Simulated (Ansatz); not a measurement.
Cost and result for the atomization energy of CH₅BOSi (`B[SiH]1CO1`) (9 atoms, 9 bonds).

Cartesian coordinates in Å:
```
B 0.629 -1.546 0.665
Si 0.286 0.392 0.508
C -0.780 0.931 -0.887
O 0.635 1.166 -0.946
H 0.939 -2.168 -0.305
H 0.454 -2.130 1.693
H 0.366 1.290 1.685
H -1.148 0.232 -1.636
H -1.379 1.833 -0.777
```

Total charge 0; spin multiplicity 1. The structure was optimised at the PBE0-D4/def2-TZVP level. Program: Ansatz. All runs use 2 threads of an Arm Neoverse V2 on a shared host. Times are those of one run each, without the atoms' runs, and a repeat can differ threefold. Electronic energies, without spin–orbit coupling; frozen cores. CCSD(T)/CBS adds CCSD(T) − MP2 in def2-TZVPP to the MP2 limit, and its time is that of the two runs behind it. T1 = 0.018. B3LYP takes the VWN-RPA correlation (the form of Gaussian; ORCA's B3LYP/G).

CCSD(T)/CBS is a level of theory with its own doubt, some kJ/mol a heavy atom from the limit and from the frozen cores, so smaller differences don't rank the functionals.

```tsv
level	functions	wall time
LDA (SPW92)/def2-TZVPP	205	1.2 s
revPBE-D4/def2-TZVPP	205	2 s
BLYP-D4/def2-TZVPP	205	2.2 s
CCSD(T)/def2-SVP	85	2.4 s
PBE0-D4/def2-TZVPP	205	2.6 s
BHLYP-D4/def2-TZVPP	205	2.7 s
B3LYP-D4/def2-TZVPP (with forces)	205	3.9 s
r2SCAN-D4/def2-TZVPP (with forces)	205	4.6 s
ωB97X-V/def2-TZVPP	205	7 s
B97M-V/def2-TZVPP	205	9 s
MP2/def2-QZVPP	391	17 s
CCSD(T)/def2-TZVPP	205	56 s
CCSD(T)/CBS(def2)	–	72 s
```

Question: What atomization energy does each give, and how far from CCSD(T)/CBS? (Estimate.)

Answer: Computed: 
| level | atomization (kcal/mol) | difference from CCSD(T)/CBS | per bond |
| --- | --- | --- | --- |
| LDA (SPW92)/def2-TZVPP | 863.0 | 111.8 | 12.4 |
| revPBE-D4/def2-TZVPP | 750.5 | -0.7 | -0.1 |
| BLYP-D4/def2-TZVPP | 753.7 | 2.5 | 0.3 |
| CCSD(T)/def2-SVP | 703.5 | -47.7 | -5.3 |
| PBE0-D4/def2-TZVPP | 753.8 | 2.6 | 0.3 |
| BHLYP-D4/def2-TZVPP | 731.2 | -20.0 | -2.2 |
| B3LYP-D4/def2-TZVPP (with forces) | 753.8 | 2.6 | 0.3 |
| r2SCAN-D4/def2-TZVPP (with forces) | 759.5 | 8.3 | 0.9 |
| ωB97X-V/def2-TZVPP | 756.6 | 5.4 | 0.6 |
| B97M-V/def2-TZVPP | 759.3 | 8.1 | 0.9 |
| MP2/def2-QZVPP | 755.7 | 4.5 | 0.5 |
| CCSD(T)/def2-TZVPP | 731.3 | -19.9 | -2.2 |
| CCSD(T)/CBS(def2) | 751.2 | 0.0 | 0.0 |

From BLYP to BHLYP (50 % exact exchange), in def2-TZVPP and without D4, the atomization energy moves by −18.9 kcal/mol: exact exchange takes away binding that semilocal exchange gives to molecules. In def2-TZVPP, CCSD(T) changes the Hartree–Fock value by +184.5 kcal/mol (the triples alone add +11.7 kcal/mol) and MP2 by +196.9 kcal/mol; breaking electron pairs costs correlation energy, which Hartree–Fock lacks. The D4 term adds +5.9 kcal/mol with B3LYP and +3.0 kcal/mol with PBE0; it sums over pairs of atoms, weighted by their polarisabilities, and B3LYP, whose exchange is more repulsive, gets the larger term.
